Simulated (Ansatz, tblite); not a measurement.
Removing an electron: SiEt(NMe2)3 (C₈H₂₃N₃Si). The state is a singlet with charge 0. Geometry: PBE-D4/def2-SVP. Ansatz, gas phase; energy differences of separate SCF runs; the oxidised species was run as a doublet alone.

Cartesian coordinates in Å:
```
Si 0.0019 -0.0531 0.2685
C -0.3959 0.9010 1.8659
C -0.8242 2.3599 1.6389
H 0.4655 0.8485 2.5679
H -1.2201 0.3456 2.3655
H -1.0923 2.8662 2.5899
H -0.0228 2.9640 1.1637
H -1.7059 2.4237 0.9686
N -1.0103 0.4619 -1.0752
C -2.4484 0.2979 -1.0288
C -0.5442 1.3242 -2.1381
H -2.9895 1.2672 -0.8817
H -2.7335 -0.3777 -0.1965
H -2.8465 -0.1508 -1.9720
H 0.5598 1.4096 -2.1064
H -0.8257 0.9284 -3.1452
H -0.9659 2.3595 -2.0710
N -0.3740 -1.7511 0.5024
C -0.0412 -2.4271 1.7386
C -0.7496 -2.6478 -0.5701
H -0.8972 -3.0355 2.1196
H 0.2256 -1.6995 2.5311
H 0.8263 -3.1250 1.6264
H -0.9497 -2.0709 -1.4942
H 0.0487 -3.3982 -0.8004
H -1.6705 -3.2292 -0.3196
N 1.6914 0.1961 -0.1409
C 2.4609 1.3698 0.2085
C 2.3504 -0.6768 -1.0908
H 3.4697 1.0908 0.5984
H 1.9548 1.9580 0.9985
H 2.6327 2.0576 -0.6592
H 1.7550 -1.5976 -1.2501
H 2.5085 -0.1997 -2.0917
H 3.3563 -0.9900 -0.7205
```

The xTB rows come from tblite. B3LYP takes the VWN-RPA correlation. Single mean-field runs in def2-TZVP are fitted with def2-universal-jkfit.

| level | −HOMO (eV) | vertical IE (eV) | −LUMO (eV) | HOMO–LUMO gap (eV) |
| --- | --- | --- | --- | --- |
| GFN1-xTB | 9.88 | 12.24 | 3.91 | 5.96 |
| GFN2-xTB | 9.15 | 11.53 | 3.32 | 5.83 |
| PBE-D4/def2-TZVP | 4.61 | 6.92 | 0.01 | 4.60 |
| B3LYP-D4/def2-TZVP | 5.69 | 7.40 | -0.48 | 6.17 |
| PBE0-D4/def2-TZVP | 5.89 | 7.39 | -0.79 | 6.68 |

 Raw xTB energy differences between charge states are shifted by several eV; the methods need an empirical correction for them.
